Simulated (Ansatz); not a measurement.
Basis-set extrapolation for C₅H₁₁NO, SMILES `CC(C)(C)C(N)=O` (PBE0-D4/def2-TZVP geometry, frozen core, Ansatz 0.2.0). Multiplicity 1, RHF reference.

```tsv
	def2-TZVPP	def2-QZVPP
HF	-325.210944	-325.225822
MP2 correlation	-1.304371	-1.391795
CCSD(T) correlation	-1.410461	not run
```

Energies in hartree. Use E(X) = E(∞) + A·exp(−7.88·√X) for Hartree–Fock and E(X) = E(∞) + B·X^(−2.97) for correlation, with X = 3 and 4, and add CCSD(T) minus MP2 of the smaller set to the MP2 limit.

Problem. What is the CCSD(T) energy at the basis-set limit?

Solution. HF limit: -325.225822 + (-0.014878) × 0.13774 = -325.22787. MP2 limit: -1.391795 + (-0.087424) × 0.74074 = -1.45655. Higher-order term: -1.410461 − (-1.304371) = -0.10609. Total: -326.79051 hartree, 444.0 kJ/mol below CCSD(T)/def2-TZVPP.
